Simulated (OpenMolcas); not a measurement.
# Zr2+: CASPT2 settings compared

```yaml
Program: OpenMolcas
Basis: ANO-RCC-VQZP [8s7p5d3f2g1h]
Scalar_Hamiltonian: DKH4, point nucleus
Active_space: 2 electrons in 5 orbitals (4d)
State_averaging: 2S+1 = 3 even, 10 roots; 2S+1 = 1 even, 15 roots kept (CI in the orbitals of an earlier block)
Spin-orbit_coupling: RASSI with atomic mean-field integrals over the reference wave functions, term energies averaged over their components
```

Methods on the same reference wave functions:
A. CASSCF
B. SS-CASPT2, IPEA 0.4 Eh, real shift 0.15 Eh (closed shells correlated: none)
C. SS-CASPT2, IPEA 0.6 Eh, sigma1 regulariser 0.15 Eh (closed shells correlated: 4s 4p)

Energies in cm-1 above 4d2 3F2, the measured ground level; measured values from Moore, Atomic Energy Levels, vol. II, NSRDS-NBS 35 (1971 reprint of NBS Circular 467, 1952); NIST levels as listed in Rynkun, Gaigalas and Jonsson, Astron. Astrophys. 637, A10 (2020).

```tsv
Level	A	B	C	Measured
4d2 3F2	0.0	0.0	0.0	0.0
4d2 3F3	675	702	706	681
4d2 3F4	1500	1525	1526	1486
4d2 1D2	9177	5830	5580	5742
4d2 3P0	10241	8960	9000	8062
4d2 3P1	10496	9240	9280	8326
4d2 3P2	11128	9760	9790	8838
4d2 1G4	13940	12050	10930	11049
4d2 1S0	33480	23040	24430	23979
```

Deviations, from unrounded energies. A percentage is the sum of absolute deviations over the sum of measured energies, with the sign that they share, or ± where signs differ.

| Against measurement | Levels | A | B | C |
| --- | --- | --- | --- | --- |
| mean absolute deviation (cm-1) | 8 | 2800 | 600 | 450 |
| fine structure of the ground term (%) | 2 | ±0.9 | +2.8 | +3.0 |
| other terms of the ground configuration (%) | 6 | +34.0 | ±7.2 | ±5.4 |

C lies closest to measurement on these levels and A furthest from it. The largest miss of C in the table is 4d2 3P1, by +960 cm-1. The ranking rests on the paired levels alone, and a cruder setting can come out closer through cancelling errors.

Between B and C the level of the table that moves most is 4d2 1S0, by 1400 cm-1 (lowest in B, highest in C). Moves below CASPT2's spread within the term are not significant.

The mean deviations of B to C differ by less than CASPT2's widest spread within a term (160 cm-1), so their order carries little weight.

From A to B the spin-free energies of the other terms of 4d2 shown, above 3F, scale by factors of 0.58 to 0.87.

The lowest spin-free term lies below A's lowest term by 0.005 hartree in B, 0.276 hartree in C.

Term energies are means over components that CASPT2 splits; among the terms shown or strongly mixed into the levels shown the widest spread is 160 cm-1 (4d2 1G, C). Levels of configurations with an s electron are missing; early in the row they begin among the upper levels of the d shell and mix with terms of their name. Terms from blocks run as CI alone lack orbitals of their own. Without dynamic correlation excited terms often stand tens of per cent too high (terms of higher spin than the ground term too low), and those without a measured partner can miss by more than the paired ones (holds for A). Some levels mix across a computed gap that differs much from the measured one, so their mixing is not that of the real levels (holds for A). Measured partners are found by configuration, term and J. A level has none where our copy of the source lacks it or the pairing is in doubt (some pairs that miss far off the trend of their configuration count as doubtful), and it then counts in no deviation. Only configurations of the active space appear.
